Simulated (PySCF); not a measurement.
Nb, charge +2, sextet (a state made from the parent by changing its charge; the spin is typed, not shown lowest) (core potentials on Nb); M062X/def2-SVP (PySCF).

Here is a job for PySCF.
```python
from pyscf import gto, scf, dft

mol = gto.Mole()
mol.atom = '''
    Nb    0.00000000    0.00000000    0.00000000
'''
mol.basis = 'def2-svp'
mol.ecp = {'Nb': 'def2-svp'}
mol.charge = 2
mol.spin = 5
mol.verbose = 4
mol.build()

mf = dft.ROKS(mol)
mf.xc = 'm062x'
mf.kernel()
```

Problem. Write the output that PySCF gives for this input, abridged.

Solution. 
```
PySCF version 2.14.0

[INPUT] verbose = 4
[INPUT] num. atoms = 1
[INPUT] num. electrons = 11
[INPUT] charge = 2
[INPUT] spin (= nelec alpha-beta = 2S) = 5
[INPUT] symmetry False subgroup None
[INPUT] Mole.unit = angstrom
[INPUT] Symbol           X                Y                Z      unit          X                Y                Z       unit  Magmom
[...]
nuclear repulsion = 0
number of shells = 11
number of NR pGTOs = 57
number of NR cGTOs = 31
basis = def2-svp
ecp = {'Nb': 'def2-svp'}

******** <class 'pyscf.dft.roks.ROKS'> ********
method = ROKS
initial guess = minao
damping factor = 0
level_shift factor = 0
DIIS = <class 'pyscf.scf.diis.CDIIS'>
diis_start_cycle = 1
diis_space = 8
diis_damp = 0
SCF conv_tol = 1e-09
SCF conv_tol_grad = None
SCF max_cycles = 50
direct_scf = True
direct_scf_tol = 1e-13
num. doubly occ = 3  num. singly occ = 5
XC library pyscf.dft.libxc version 7.1.2
    S. Lehtola, C. Steigemann, M. J. T. Oliveira, and M. A. L. Marques,  SoftwareX 7, 1–5 (2018)
XC functionals = m062x
    Y. Zhao and D. G. Truhlar,  Theor. Chem. Acc. 120, 215 (2008)
    Y. Zhao and D. G. Truhlar,  Theor. Chem. Acc. 120, 215 (2008)
radial grids:
    Treutler-Ahlrichs [JCP 102, 346 (1995); DOI:10.1063/1.469408] (M4) radial grids

becke partition: Becke, JCP 88, 2547 (1988); DOI:10.1063/1.454033
pruning grids: <function nwchem_prune>
grids dens level: 3
symmetrized grids: False
atomic radii adjust function: <function treutler_atomic_radii_adjust>
small_rho_cutoff = 0
Set gradient conv threshold to 3.16228e-05
tot grids = 22440
init E= -49.4950595949247

WARN: HOMO -0.57726331098304 >= LUMO -0.577263310983037

cycle= 1 E= -54.7387636179349  delta_E= -5.24  |g|= 0.287  |ddm|= 2.59
[...]
cycle= 2 E= -54.7602795273705  delta_E= -0.0215  |g|= 0.0525  |ddm|= 0.416
[...]
cycle= 3 E= -54.7733026249426  delta_E= -0.013  |g|= 0.0402  |ddm|= 0.323
[...]
cycle= 4 E= -54.7831578526283  delta_E= -0.00986  |g|= 0.0373  |ddm|= 0.259
[...]
cycle= 5 E= -54.7916550883964  delta_E= -0.0085  |g|= 0.0237  |ddm|= 0.304
[...]
cycle= 6 E= -54.79453317862  delta_E= -0.00288  |g|= 0.00664  |ddm|= 0.234
[...]
cycle= 7 E= -54.7947017866023  delta_E= -0.000169  |g|= 0.00477  |ddm|= 0.0685
[...]
cycle= 8 E= -54.7947155854007  delta_E= -1.38e-05  |g|= 0.00191  |ddm|= 0.0207
[...]
cycle= 9 E= -54.794745433949  delta_E= -2.98e-05  |g|= 0.0012  |ddm|= 0.0263
[...]
cycle= 10 E= -54.7947506866088  delta_E= -5.25e-06  |g|= 0.000642  |ddm|= 0.00697
[...]
cycle= 11 E= -54.7947543211908  delta_E= -3.63e-06  |g|= 0.000544  |ddm|= 0.00552
[...]
cycle= 12 E= -54.7947504400312  delta_E= 3.88e-06  |g|= 0.000537  |ddm|= 0.00589
[...]
cycle= 13 E= -54.7947115899759  delta_E= 3.89e-05  |g|= 0.00045  |ddm|= 0.0803
[...]
cycle= 14 E= -54.7947156400364  delta_E= -4.05e-06  |g|= 0.000344  |ddm|= 0.0116
[...]
cycle= 15 E= -54.7947124802668  delta_E= 3.16e-06  |g|= 0.000293  |ddm|= 0.0138
[...]
cycle= 16 E= -54.7947250027404  delta_E= -1.25e-05  |g|= 0.00069  |ddm|= 0.037
[...]
cycle= 17 E= -54.794721711153  delta_E= 3.29e-06  |g|= 0.0005  |ddm|= 0.0161
[...]
cycle= 18 E= -54.7947193514289  delta_E= 2.36e-06  |g|= 0.000178  |ddm|= 0.0387
[...]
cycle= 19 E= -54.7947198641038  delta_E= -5.13e-07  |g|= 5.67e-05  |ddm|= 0.00845
[...]
cycle= 20 E= -54.7947199655344  delta_E= -1.01e-07  |g|= 4.61e-05  |ddm|= 0.00301
[...]
cycle= 21 E= -54.7947200105004  delta_E= -4.5e-08  |g|= 4.47e-05  |ddm|= 0.00103
[...]
cycle= 22 E= -54.7947200586222  delta_E= -4.81e-08  |g|= 4.45e-05  |ddm|= 0.000844
[...]
cycle= 23 E= -54.7947200764722  delta_E= -1.78e-08  |g|= 4.44e-05  |ddm|= 0.000298
[...]
cycle= 24 E= -54.7947200910436  delta_E= -1.46e-08  |g|= 4.44e-05  |ddm|= 0.000245
[...]
cycle= 25 E= -54.7947197321052  delta_E= 3.59e-07  |g|= 4.39e-05  |ddm|= 0.00593
[...]
cycle= 26 E= -54.7947185170115  delta_E= 1.22e-06  |g|= 4.4e-05  |ddm|= 0.0212
[...]
cycle= 27 E= -54.7947189598254  delta_E= -4.43e-07  |g|= 4.23e-05  |ddm|= 0.00797
[...]
cycle= 28 E= -54.79471674667  delta_E= 2.21e-06  |g|= 7.89e-05  |ddm|= 0.0434
[...]
cycle= 29 E= -54.7947158017972  delta_E= 9.45e-07  |g|= 7.05e-05  |ddm|= 0.0235
[...]
cycle= 30 E= -54.7947158636625  delta_E= -6.19e-08  |g|= 4.08e-05  |ddm|= 0.00178
[...]
cycle= 31 E= -54.7947153936715  delta_E= 4.7e-07  |g|= 3.9e-05  |ddm|= 0.0139
[...]
cycle= 32 E= -54.7947150883011  delta_E= 3.05e-07  |g|= 0.00012  |ddm|= 0.0098
[...]
cycle= 33 E= -54.7947142442185  delta_E= 8.44e-07  |g|= 0.000275  |ddm|= 0.0581
[...]
cycle= 34 E= -54.7947142429408  delta_E= 1.28e-09  |g|= 0.000284  |ddm|= 0.00661
[...]
cycle= 35 E= -54.7947142464219  delta_E= -3.48e-09  |g|= 0.000273  |ddm|= 0.000242
[...]
cycle= 36 E= -54.7947145838323  delta_E= -3.37e-07  |g|= 1.88e-05  |ddm|= 0.04
[...]
cycle= 37 E= -54.7947143754184  delta_E= 2.08e-07  |g|= 2.63e-05  |ddm|= 0.0174
[...]
cycle= 38 E= -54.7947143293602  delta_E= 4.61e-08  |g|= 7.51e-05  |ddm|= 0.00834
[...]
cycle= 39 E= -54.794714298915  delta_E= 3.04e-08  |g|= 8.74e-05  |ddm|= 0.00835
[...]
cycle= 40 E= -54.7947143107902  delta_E= -1.19e-08  |g|= 3.64e-06  |ddm|= 0.00139
[...]
cycle= 41 E= -54.7947143105969  delta_E= 1.93e-10  |g|= 2.71e-06  |ddm|= 0.000131
[...]
Extra cycle  E= -54.7947143106648  delta_E= -6.78e-11  |g|= 2.42e-06  |ddm|= 2.25e-05
converged SCF energy = -54.7947143106648
```
